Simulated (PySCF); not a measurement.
Ir(acac)(CO)2 (C₇H₇IrO₄), SMILES [O+]#[C-]->[Ir]1(<-[O]=C(C)C=C([O]1)C)<-[C-]#[O+], multiplicity 1.

Geometry optimised at PBE0-D3(BJ)/def2-SVP. The spin state was assumed, not searched. The isomer is the one that the SMILES or the coordinates give; other isomers of the formula were not compared. The def2 effective core potentials stand for the cores of Ir; spin–orbit coupling is left out. Other conformers were not sampled.

Level of theory: PBE0-D3(BJ)/def2-SVP in PySCF.

Frequencies are harmonic and unscaled.

Computed harmonic wavenumbers and intensities:
| mode | ν (cm⁻¹) | IR (km/mol) | moving atoms (share of kinetic energy) |
|---|---|---|---|
| 1 | 56 | 0.0 | O 49 %, C 37 %, H 14 % |
| 2 | 63 | 0.5 | O 52 %, Ir 20 %, C 19 %, H 10 % |
| 3 | 81 | 2.5 | H 86 %, C 11 % |
| 4 | 83 | 0.3 | O 60 %, C 21 %, Ir 15 % |
| 5 | 92 | 0.0 | H 93 % |
| 6 | 103 | 0.1 | O 88 %, C 9 % |
| 7 | 162 | 0.0 | O 77 %, C 13 %, H 10 % |
| 8 | 170 | 0.2 | C 59 %, H 29 %, O 11 % |
| 9 | 184 | 5.2 | O 63 %, C 16 %, Ir 12 %, H 9 % |
| 10 | 231 | 1.7 | C 43 %, O 30 %, Ir 23 % |
| 11 | 256 | 0.2 | C 53 %, H 30 %, O 16 % |
| 12 | 280 | 0.7 | C 53 %, H 18 %, O 18 %, Ir 11 % |
| 13 | 418 | 11.6 | C 47 %, O 39 %, H 12 % |
| 14 | 463 | 17.9 | C 45 %, O 40 %, H 11 % |
| 15 | 532 | 0.0 | C 83 %, O 14 % |
| 16 | 533 | 0.0 | C 62 %, O 33 % |
| 17 | 546 | 0.5 | O 54 %, C 39 % |
| 18 | 548 | 41.2 | C 50 %, O 37 %, Ir 11 % |
| 19 | 568 | 0.0 | C 59 %, H 29 %, O 13 % |
| 20 | 576 | 10.4 | C 79 %, O 14 % |
| 21 | 625 | 15.7 | O 63 %, C 20 %, H 14 % |
| 22 | 672 | 5.6 | C 78 %, O 12 % |
| 23 | 691 | 1.1 | C 59 %, H 30 %, O 11 % |
| 24 | 700 | 19.5 | C 47 %, O 35 %, H 17 % |
| 25 | 809 | 14.0 | H 87 %, C 12 % |
| 26 | 965 | 0.0 | C 51 %, H 39 %, O 10 % |
| 27 | 991 | 7.9 | C 64 %, O 18 %, H 18 % |
| 28 | 1029 | 0.2 | H 64 %, C 32 % |
| 29 | 1037 | 22.6 | H 50 %, C 49 % |
| 30 | 1043 | 0.0 | H 54 %, C 46 % |
| 31 | 1059 | 17.1 | C 39 %, H 33 %, O 28 % |
| 32 | 1217 | 17.4 | H 77 %, C 14 %, O 10 % |
| 33 | 1322 | 27.1 | C 53 %, H 42 % |
| 34 | 1372 | 31.3 | H 78 %, C 21 % |
| 35 | 1387 | 3.4 | H 62 %, C 38 % |
| 36 | 1437 | 44.2 | H 84 %, C 14 % |
| 37 | 1440 | 0.1 | H 96 % |
| 38 | 1440 | 18.9 | H 96 % |
| 39 | 1459 | 75.7 | H 74 %, C 24 % |
| 40 | 1520 | 60.0 | C 64 %, O 22 %, H 13 % |
| 41 | 1605 | 467.0 | C 85 %, H 12 % |
| 42 | 1678 | 589.7 | C 73 %, O 24 % |
| 43 | 2142 | 981.6 | C 61 %, O 39 % |
| 44 | 2207 | 794.6 | C 62 %, O 38 % |
| 45 | 3070 | 2.1 | H 97 % |
| 46 | 3070 | 1.4 | H 97 % |
| 47 | 3159 | 0.0 | H 91 %, C 9 % |
| 48 | 3160 | 1.4 | H 91 %, C 9 % |
| 49 | 3198 | 12.7 | H 90 %, C 10 % |
| 50 | 3198 | 0.2 | H 90 %, C 10 % |
| 51 | 3244 | 2.7 | H 92 %, C 8 % |
